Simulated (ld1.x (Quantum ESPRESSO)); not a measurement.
# u(r) = r·R(r): atom against pseudo-atom (aluminium)

Columns: radius, all-electron u(r) and pseudo u(r) of the 3s shell (level -23.61 eV) of aluminium in the configuration [Ne] 3s1 3p0; PBEsol, non-relativistic, TM scheme, ld1.x (Quantum ESPRESSO) 7.5.

```csv
r (bohr),all-electron,pseudo
0.118,0.1066,0.0276
0.235,-0.1709,0.0564
0.353,-0.3299,0.0880
0.470,-0.3395,0.1234
0.588,-0.2518,0.1646
0.705,-0.1159,0.2124
0.822,0.0364,0.2679
0.940,0.1871,0.3319
1.058,0.3238,0.4026
1.175,0.4403,0.4762
1.292,0.5360,0.5486
1.410,0.6117,0.6145
1.528,0.6680,0.6683
1.645,0.7066,0.7066
1.763,0.7302,0.7302
1.880,0.7404,0.7404
1.998,0.7391,0.7391
2.115,0.7283,0.7283
2.232,0.7096,0.7096
2.350,0.6844,0.6844
2.468,0.6545,0.6545
2.585,0.6214,0.6214
2.702,0.5860,0.5860
2.820,0.5492,0.5492
2.938,0.5120,0.5120
3.055,0.4755,0.4755
```

Problem. How many radial nodes do the two functions have?

Solution. The all-electron 3s function has n − l − 1 = 2; the pseudo-wave has 0, since the states of the same l below it are removed with the core.

Problem. At about which radius was the pseudo-wave matched?

Solution. 1.70 bohr. The columns agree to 0.0005 from 1.53 bohr on; several derivatives are matched, so the curves merge somewhat inside the radius.

Problem. Is the pseudo-wave norm-conserving?

Solution. Yes: the TM scheme keeps the norm inside the radius equal to the all-electron one, which fixes the energy derivative of the logarithmic derivative at the level.
